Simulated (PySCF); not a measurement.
Question: Give a PBE0-D3(BJ)/def2-SVP geometry of `CO[SiH](Cl)OC`.

Answer: 
```xyz
13
C2H7ClO2Si angstrom
C     -2.1840   -0.7277   -0.5441
O     -0.9609   -0.4821    0.0960
Si    -0.1261    0.9302    0.1906
Cl    -0.1286    1.7721   -1.7043
O      1.4063    0.6151    0.6640
C      2.3316   -0.1820   -0.0336
H     -2.3289   -1.8154   -0.6194
H     -2.2034   -0.3007   -1.5616
H     -3.0308   -0.3074    0.0262
H     -0.6962    1.8982    1.1482
H      1.9793   -1.2232   -0.1222
H      3.2809   -0.1779    0.5207
H      2.5163    0.2128   -1.0474
```

Any rigid rotation of these coordinates is as good. Atoms count from 1 in this order. Of the pairs four or more bonds apart, Cl4···H8 is among the closest relative to their van der Waals radii: 2.94 Å, 100 % of the sum of Bondi's values. Si3 (chlorine-bound silicon) is distorted tetrahedral (angles from 107.2° to 113.9°).

Bonds between heavy atoms (Å): C1–O2 1.402, O2–Si3 1.643, Si3–Cl4 2.073, Si3–O5 1.635, O5–C6 1.406.

The calculation used PySCF, PBE0-D3(BJ)/def2-SVP geometry optimisation, gas phase.

Point group: C1 (no symmetry element, even within 0.4 Å). Not checked by PBE0-D3(BJ)/def2-SVP frequencies. One conformer, not necessarily the lowest (C1–O2–Si3–Cl4 -45°, O2–Si3–O5–C6 61°).

The run took 5.9 min wall on one thread of an Arm Neoverse N1, shared host with 64 logical CPUs at a one-minute load of 60, and the process peaked at 0.53 GiB of memory. That covers the optimisation of the geometry.
